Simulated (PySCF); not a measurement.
Compound: C2H7BO3.
Bonds: C1–O2, O2–B3, B3–O4, B3–O5, O5–C6. Hydrogens: H7, H8, H9 on C1; H10 on O4; H11, H12, H13 on C6.

A GFN2-xTB structure was refined with PySCF 2.14.0, PBE0-D3(BJ)/def2-SVP geometry optimisation, gas phase. Its GFN2-xTB values:

| coordinate | GFN2-xTB |
| --- | --- |
| C1–O2 | 1.438 Å |
| C1–H7 | 1.083 Å |
| O2–B3 | 1.367 Å |
| B3–O4 | 1.391 Å |
| O4–H10 | 0.975 Å |
| C1–O2–B3 | 123.8° |
| O2–B3–O4 | 119.8° |
| O2–B3–O5 | 120.2° |
| O4–B3–O5 | 120.1° |

Q: How do these coordinates change at the PBE0-D3(BJ)/def2-SVP level?

A: 
```csv
coordinate,PBE0-D3(BJ)/def2-SVP (Å or °),change
C1–O2,1.403,-0.035
B3–O4,1.365,-0.026
C1–H7,1.103,+0.020
O4–H10,0.962,-0.013
O2–B3,1.359,-0.008
C1–O2–B3,121.9,-1.9
O2–B3–O4,121.1,+1.3
O4–B3–O5,119.2,-0.9
O2–B3–O5,119.7,-0.5
```

The energy falls by 8.7 kJ/mol over 6 energy and gradient evaluations, the largest force component goes from 0.0330 to 2.2e-04 Eh/bohr, and the atoms move by 0.025 Å rms after alignment. The bond that changes most is C1–O2 (methoxy carbon to boron-bound oxygen), which shortens by 0.035 Å. Bonds longer at the end by more than 0.005 Å: 4 of 12; shorter: 6. Rotational constants go from 5697, 2663, 1858 to 5772, 2715, 1891 MHz.

The run used 119 basis functions and 42 SCF cycles in all.

Whether it is a minimum is left open (no frequencies). One conformer, not necessarily the lowest.

The values belong to the conformer `[CH3:1][O:2][B:3]([OH:4])[O:5][CH3:6]`: C1–O2–B3–O4 -1°, O2–B3–O5–C6 0°, H–O4–B3–O2 -179°.
